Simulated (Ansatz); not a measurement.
Program: Ansatz 0.2.0.

`[NH2][Nb]([NH2])(=[O])[F]` at its PBE0-D4/def2-TZVP geometry, where that method's forces vanish. Total charge 0; spin multiplicity 1. Nb takes the def2 core potential.

```csv
atom,x (Å),y (Å),z (Å)
N1,0.599,1.440,0.643
Nb2,-0.142,0.141,-0.638
N3,-0.410,-1.626,0.189
O4,-1.670,0.711,-1.089
F5,1.033,-0.028,-2.109
H6,0.123,2.281,0.938
H7,1.469,1.340,1.148
H8,0.308,-2.187,0.626
H9,-1.309,-2.073,0.293
```

(1) For each bond, give half the difference of the two atoms' forces along it (eV/Å; positive pushes the atoms apart) under PBE-D4, r2SCAN-D4, B3LYP-D4, ωB97M-V in def2-TZVPP. (Estimate.)

Results:

(1) The calculation gave: 
```tsv
bond	length (Å)	PBE-D4	r2SCAN-D4	B3LYP-D4	ωB97M-V
N1–Nb2	1.970	-0.10	0.03	0.12	0.11
N1–H6	1.010	0.17	-0.02	-0.07	-0.04
N1–H7	1.010	0.17	-0.02	-0.08	-0.05
Nb2–N3	1.970	-0.10	0.03	0.12	0.11
Nb2–O4	1.692	0.89	0.50	0.36	-0.39
Nb2–F5	1.890	0.11	-0.04	0.12	0.12
N3–H8	1.010	0.17	-0.02	-0.08	-0.05
N3–H9	1.010	0.17	-0.02	-0.07	-0.04
```

B3LYP here is the variant with VWN-RPA as its local correlation; programs differ in this.
